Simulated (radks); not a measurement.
Values are calculated unless marked as measured or tabulated.
I XXIII, configuration [Ar] 3d10 4s2 4p1. Code: a radial shooting solver on a logarithmic mesh with Libxc functionals. Model: Dirac Kohn-Sham, BLYP, spin-unpolarised, spherical densities, finite nucleus; open shells fill j = l - 1/2 first; Fermi nuclear charge, rms radius 4.75 fm.

Normalised radial functions P(r) = r R(r) (large component), r in bohr:

| r | 4p3/2 |
|---|---|
| 0.0009499 | 0.0010 |
| 0.001373 | 0.0019 |
| 0.001983 | 0.0039 |
| 0.002865 | 0.0079 |
| 0.00414 | 0.0157 |
| 0.005981 | 0.0307 |
| 0.008642 | 0.0589 |
| 0.01249 | 0.1093 |
| 0.01804 | 0.1933 |
| 0.02607 | 0.3187 |
| 0.03766 | 0.4713 |
| 0.05398 | 0.5823 |
| 0.07799 | 0.5162 |
| 0.1127 | 0.1181 |
| 0.1628 | -0.5299 |
| 0.2352 | -0.8690 |
| 0.3399 | -0.2447 |
| 0.4911 | 0.9885 |
| 0.7096 | 1.4130 |
| 1.025 | 0.7000 |
| 1.481 | 0.1167 |
| 2.14 | 0.0044 |

4p3/2 (empty): eigenvalue -652.34 eV, 2 radial nodes at r = 0.121, 0.367 bohr, <r> = 0.679 bohr, 90 % of the charge inside 0.969 bohr.
